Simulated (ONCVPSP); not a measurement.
# Zn (Z = 30) ONCV: all-electron and pseudo phase curves

ONCVPSP 4.0.1 input, shortened (lines: element, Z, core and valence counts, functional; n l f; lmax; l rc ep ncon nbas qcut; lloc lpopt rc5 dvloc0; l nproj debl; icmod fcfact rcfact), PBEsol, scalar-relativistic:

```
  Zn 30.00    3    5  -116133      upf
    1    0    2.00
    2    0    2.00
    2    1    6.00
    3    0    2.00
    3    1    6.00
    3    2   10.00
    4    0    1.00
    4    1    1.00
    3
    0    1.25    0.00    4    7   12.70
    1    1.10    0.00    5    8   15.50
    2    1.35    0.00    5    9    9.80
    3    1.40    0.06    3    7    8.90
    4    5    1.00    0.00
    0    2    1.70
    1    2    1.00
    2    1    1.00
    3    2    3.70
    3    2.50    1.35
```

The phase is arctan(r·R′/R) of the radial function R(r), unwrapped; energies in Ha, scanned from -6 to 5 Ha. A pole is an energy at which the radial function vanishes at the test radius. The pseudo phase is shifted by a multiple of π to meet the all-electron one at the reference energy, and phase errors are pseudo minus all-electron; the curves can meet again beyond the range given. Levels narrower than the energy grid can be missing from the lists of poles.

```tsv
channel	radius (bohr)	reference energy (Ha)	poles, all-electron	poles, pseudo	unbroken range about the reference energy with phases within 0.05 rad	phase error 1 Ha above the reference energy (rad)
s	1.27	-0.27	-4.39	-4.39	the whole range	+0.000
p	1.12	-0.08	-2.01	-2.01	the whole range	+0.000
d	1.37	-0.45	0.14	0.16	below 1.3	+0.018
f	1.42	0.06	none	none	the whole range	-0.000
```

Phases in the f channel:

| E (Ha) | all-electron | pseudo |
| --- | --- | --- |
| -5.96 | 1.357 | 1.357 |
| -5.68 | 1.352 | 1.352 |
| -5.40 | 1.347 | 1.347 |
| -5.12 | 1.342 | 1.342 |
| -4.84 | 1.337 | 1.337 |
| -4.56 | 1.331 | 1.331 |
| -4.28 | 1.324 | 1.324 |
| -4.00 | 1.317 | 1.317 |
| -3.72 | 1.310 | 1.310 |
| -3.44 | 1.302 | 1.302 |
| -3.16 | 1.294 | 1.294 |
| -2.88 | 1.284 | 1.284 |
| -2.60 | 1.274 | 1.274 |
| -2.32 | 1.263 | 1.263 |
| -2.04 | 1.250 | 1.250 |
| -1.76 | 1.236 | 1.236 |
| -1.48 | 1.220 | 1.220 |
| -1.20 | 1.203 | 1.203 |
| -0.92 | 1.183 | 1.183 |
| -0.64 | 1.160 | 1.160 |
| -0.36 | 1.133 | 1.133 |
| -0.08 | 1.102 | 1.102 |
| 0.20 | 1.064 | 1.064 |
| 0.48 | 1.019 | 1.019 |
| 0.76 | 0.963 | 0.963 |
| 1.04 | 0.894 | 0.894 |
| 1.32 | 0.804 | 0.804 |
| 1.60 | 0.688 | 0.688 |
| 1.88 | 0.535 | 0.535 |
| 2.16 | 0.335 | 0.335 |
| 2.44 | 0.086 | 0.086 |
| 2.72 | -0.194 | -0.194 |
| 3.00 | -0.466 | -0.466 |
| 3.28 | -0.697 | -0.697 |
| 3.56 | -0.879 | -0.879 |
| 3.84 | -1.018 | -1.018 |
| 4.12 | -1.124 | -1.124 |
| 4.40 | -1.207 | -1.207 |
| 4.68 | -1.272 | -1.272 |
| 4.96 | -1.326 | -1.326 |
